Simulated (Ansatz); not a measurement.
**Question.** Name a neutral molecule of Cl, O, S, Si and H with size of the dipole moment (PBE/def2-TZVPP) between 0.75 and 1.05 D and LUMO energy (B3LYP/def2-TZVPP) between -1.40 and -1.10 eV (Ansatz, PBE0-D4/def2-TZVP geometry).

**Answer.** `O[SiH2][SiH](S)Cl` (0.84 D, -1.17 eV). Other molecules can fit too; these were computed, each in one conformer that needn't be the lowest.

B3LYP here is the variant with VWN-RPA as its local correlation; programs differ in this.
